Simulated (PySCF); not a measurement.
## Circular dichroism: `Cl[Si@@H]1C[Si@@H](Cl)[SiH2][SiH2]O1`, CH$_{8}$Cl$_{2}$OSi$_{4}$

Geometry:
| atom | x (Å) | y (Å) | z (Å) |
| --- | --- | --- | --- |
| Cl1 | -1.791 | 2.509 | 0.392 |
| Si2 | -1.000 | 1.321 | -1.027 |
| C3 | -1.537 | -0.472 | -0.720 |
| Si4 | -0.880 | -1.237 | 0.908 |
| Cl5 | -1.425 | -3.207 | 0.877 |
| Si6 | 1.435 | -0.919 | 1.042 |
| Si7 | 2.010 | 0.961 | -0.188 |
| O8 | 0.606 | 1.417 | -0.914 |
| H9 | -1.307 | 1.848 | -2.347 |
| H10 | -2.625 | -0.533 | -0.740 |
| H11 | -1.190 | -1.077 | -1.559 |
| H12 | -1.662 | -0.657 | 2.009 |
| H13 | 1.850 | -0.787 | 2.450 |
| H14 | 2.176 | -2.107 | 0.580 |
| H15 | 2.905 | 0.801 | -1.337 |
| H16 | 2.428 | 2.148 | 0.563 |

Computed, not measured: PySCF, TDDFT CAM-B3LYP/def2-SVPD circular dichroism and optical rotation, one conformer, gas phase. Geometry: GFN2-xTB.

(1) Assign R or S to each stereocentre.

(2) Which excitations and rotatory strengths does the calculation give?

Answers

(1) Si2 R, Si4 R.

(2) Rotatory strengths R in 10⁻⁴⁰ esu² cm², velocity form and length form (origin at the centre of mass); f in length form.
| state | E (eV) | λ (nm) | f | R (velocity) | R (length) | main |
| --- | --- | --- | --- | --- | --- | --- |
| 1 | 5.91 | 210 | 0.096 | -5.8 | -5.5 | HOMO→LUMO 0.82, HOMO→LUMO+1 0.09 |
| 2 | 6.17 | 201 | 0.034 | +14.5 | +13.7 | HOMO→LUMO+1 0.72, HOMO−1→LUMO 0.10 |
| 3 | 6.44 | 193 | 0.026 | -4.8 | -5.2 | HOMO−1→LUMO 0.69, HOMO→LUMO+1 0.12 |
| 4 | 6.86 | 181 | 0.041 | +54.7 | +54.6 | HOMO−2→LUMO 0.45, HOMO−1→LUMO+1 0.34 |
| 5 | 6.92 | 179 | 0.002 | -4.6 | -4.4 | HOMO−3→LUMO 0.81 |
| 6 | 6.99 | 177 | 0.015 | -9.8 | -9.3 | HOMO−1→LUMO+1 0.41, HOMO−2→LUMO 0.22 |
| 7 | 7.23 | 171 | 0.036 | -8.0 | -7.4 | HOMO→LUMO+2 0.75 |
| 8 | 7.45 | 166 | 0.048 | -101.3 | -97.1 | HOMO−2→LUMO+1 0.50, HOMO−2→LUMO 0.08 |

Among the states computed, the strongest CD band (largest |R|) is state 8. The largest dissymmetry factor in size, g = 4R/(D+G), with D and G the electric and magnetic dipole strengths, is -0.022 for state 8 (velocity form, f = 0.053), among bands with |R| over 0.5. The mirror image has the same energies and oscillator strengths and all R with the opposite sign.
